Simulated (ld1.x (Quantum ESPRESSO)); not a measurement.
# What the settings do to the TM potential of Mn (Z = 25)

Base potential:

| Quantity | Value |
| --- | --- |
| Element | Mn (Z = 25) |
| Generator | ld1.x (Quantum ESPRESSO) 7.5 |
| Type | norm-conserving Troullier–Martins (Kleinman–Bylander form) |
| Functional | PBEsol |
| Relativity | fully relativistic |
| Frozen core | [Ne] 3s2 |
| Valence charge | 13 |
| Reference configuration | 3p6 3d5 4s2 4p0 |
| Partial waves | 3p (bound): rc 1.00 bohr; 3d (bound): rc 1.55 bohr; 4s (bound): rc 2.35 bohr |
| Local potential | the s channel |
| Core correction | a·sin(br)/r model core, default radius (core density twice the valence density) |

Open shells are filled in proportion to 2j + 1 (rel_dist='average').

All-electron outer shells of the reference configuration (PBEsol, scalar-relativistic, ld1.x):

```json
{"shell": "2p", "level (eV)": "-629.76", "outermost node (bohr)": "–", "outermost maximum (bohr)": "0.19"}
{"shell": "3s", "level (eV)": "-85.64", "outermost node (bohr)": "0.34", "outermost maximum (bohr)": "0.74"}
{"shell": "3p", "level (eV)": "-54.48", "outermost node (bohr)": "0.31", "outermost maximum (bohr)": "0.75"}
{"shell": "3d", "level (eV)": "-6.79", "outermost node (bohr)": "–", "outermost maximum (bohr)": "0.76"}
{"shell": "4s", "level (eV)": "-5.12", "outermost node (bohr)": "1.05", "outermost maximum (bohr)": "2.51"}
{"shell": "4p", "level (eV)": "-1.35", "outermost node (bohr)": "1.16", "outermost maximum (bohr)": "3.38"}
```

Cutoffs, loose and tight: the cutoffs (Ry, on a coarse ladder) from which the occupation-weighted sum of valence levels, in a spherical-Bessel basis at the reference potential, stays within 10 and 1 mRy of its value at 400 Ry. They do not see the model core or the augmentation charge, which bear on the density cutoff. Test errors are all-electron minus pseudo excitation energies from the reference, over the configurations 3p6 3d5 4s1 4p0; 3p6 3d5 4s0 4p0; 3p6 3d4 4s0 4p0; 3p6 3d6 4s0 4p0; 3p6 3d5.5 4s1.5 4p0; 3p6 3d3 4s0 4p0; 3p6 3d4 4s2 4p0. A dash means not determined; rows that change the core or the reference have their own tests.

```tsv
change	outcome	cutoff, loose	cutoff, tight	bound ghosts	largest test error (meV)
base	generated	110 Ry	180 Ry	none	-766
wave 4s (bound): rc 2.35 bohr becomes 4s (bound): rc 1.48 bohr	generated	110 Ry	180 Ry	none	-992
wave 4s (bound): rc 2.35 bohr becomes 4s (bound): rc 1.98 bohr	generated	110 Ry	180 Ry	none	-822
wave 4s (bound): rc 2.35 bohr becomes 4s (bound): rc 2.38 bohr	generated	110 Ry	180 Ry	none	-766
wave 4s (bound): rc 2.35 bohr becomes 4s (bound): rc 2.80 bohr	generated	110 Ry	180 Ry	none	-995
```

(1) What comes out with this change to the base: wave 4s (bound): rc 2.35 bohr becomes 4s (bound): rc 3.40 bohr?

(2) What comes out with this change to the base: wave 4s (bound): rc 2.35 bohr becomes 4s (bound): rc 3.04 bohr?

Results:

(1) outcome: generated; cutoff, loose: 110 Ry; cutoff, tight: 180 Ry; bound ghosts: none; largest test error (meV): -1703.

(2) outcome: generated; cutoff, loose: 110 Ry; cutoff, tight: 180 Ry; bound ghosts: none; largest test error (meV): -1203.

Reading the sweep of the s radius (base included, trends over the rows without a ghost): The loose cutoff stays near 110 Ry. The median size of the test errors (rows with all tests solved) is not monotonic: lowest 101.3 meV at 3.4 bohr, highest 196.7 meV at 2.35 bohr.
